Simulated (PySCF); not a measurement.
SMILES B/C=C\[Si](C)(C)C, singlet, GFN2-xTB optimised geometry.

```
20

B      1.77    -2.00     0.00
C      0.23    -2.00     0.00
C     -0.57    -0.93     0.00
Si    -0.06     0.90    -0.02
C      0.73     1.40     1.64
C     -1.67     1.91    -0.25
C      1.11     1.27    -1.48
H      2.34    -2.96    -0.37
H      2.37    -1.08     0.38
H     -0.27    -2.97    -0.03
H     -1.65    -1.10    -0.02
H      1.65     0.85     1.82
H      0.06     1.20     2.47
H      0.97     2.46     1.66
H     -2.17     1.65    -1.18
H     -1.47     2.97    -0.28
H     -2.37     1.73     0.56
H      0.64     1.04    -2.43
H      1.39     2.32    -1.50
H      2.02     0.69    -1.41
```

Density from PBE0/def2-SVP (PySCF) at that geometry.

Minimum of the electron density along straight lines between bonded atoms, close to the bond critical point (lines longer than 1.1 times the sum of covalent radii, or with two minima, are not listed):

```tsv
bond	length / Å	ρ at the minimum / e bohr⁻³	∇²ρ there / e bohr⁻⁵	position (fraction from the first atom)
B1–C2	1.539	0.190	-0.08	0.33
C2–C3	1.343	0.332	[?]	0.49
C3–Si4	1.899	0.110	0.35	0.62
Si4–C5	1.910	0.109	0.31	0.38
Si4–C6	1.910	0.109	0.31	0.38
Si4–C7	1.909	0.109	0.31	0.38
B1–H8	1.172	0.181	[?]	0.43
B1–H9	1.169	0.181	[?]	0.43
C3–H11	1.088	0.278	-1.03	0.63
C5–H12	1.085	0.273	-0.98	0.63
C5–H13	1.086	0.271	-0.97	0.62
C5–H14	1.086	0.271	-0.96	0.62
C6–H15	1.086	0.271	-0.96	0.62
C6–H16	1.086	0.271	-0.96	0.62
C6–H17	1.086	0.271	-0.96	0.62
C7–H18	1.086	0.271	-0.97	0.62
C7–H19	1.086	0.271	-0.96	0.62
```

Q: What belongs in the gaps?

A: 
- C2–C3, ∇²ρ there / e bohr⁻⁵: -0.88
- B1–H8, ∇²ρ there / e bohr⁻⁵: -0.15
- B1–H9, ∇²ρ there / e bohr⁻⁵: -0.13
